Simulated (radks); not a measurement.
Q: Excited configurations of Nb2+: one electron is placed in a higher orbital outside [Kr] 4d2. The ground configuration is [Kr] 4d3. Method: Dirac Kohn-Sham, PBE, spin-unpolarised, spherical densities, finite nucleus; open shells fill j = l - 1/2 first; Fermi nuclear charge, rms radius 4.324 fm; computed with a radial shooting solver on a logarithmic mesh with Libxc functionals. Excitation = E - E(ground); binding = E(ion) - E, where the ion is the core of charge +3; n* = 3/sqrt(2 binding) in atomic units, and the quantum defect is n - n*.

outer orbital  excitation (eV)  binding (eV)     n*  quantum defect  eigenvalue (eV)  <r> (bohr)
4f5/2                   16.595         8.205  3.863           0.137           -6.352       5.294
5s1/2                    2.898        21.902  2.364           2.636          -18.348       2.967
5d3/2                   14.187        10.613  3.397           1.603           -8.722       4.988
6s1/2                   14.010        10.789  3.369           2.631           -9.251       5.862
6f5/2                   20.876         3.923  5.587           0.413           -3.313       13.97
7p1/2                   19.105         5.695  4.637           2.363           -4.910       10.77
7d3/2                   20.440         4.360  5.300           1.700           -3.744       13.55
7f5/2                   21.911         2.889  6.510           0.490           -2.482       19.82

Estimate the row for 5f5/2.

A: excitation (eV) 19.225; binding (eV) 5.575; n* 4.687; quantum defect 0.313; eigenvalue (eV) -4.560; <r> (bohr) 9.110. The Delta-SCF ionisation energy is 24.800 eV (NIST Atomic Spectra Database: 25.040 eV, semi-empirical). Self-interaction in the functional shifts the binding energies and quantum defects, so they are the method's values and not measured ones. Spin polarisation and multiplet splitting are left out, so open shells lie too high by an amount that depends on their filling.

Beside tabulated values, note that spin-unpolarised runs miss the spin-polarisation part of the exchange energy of open shells.
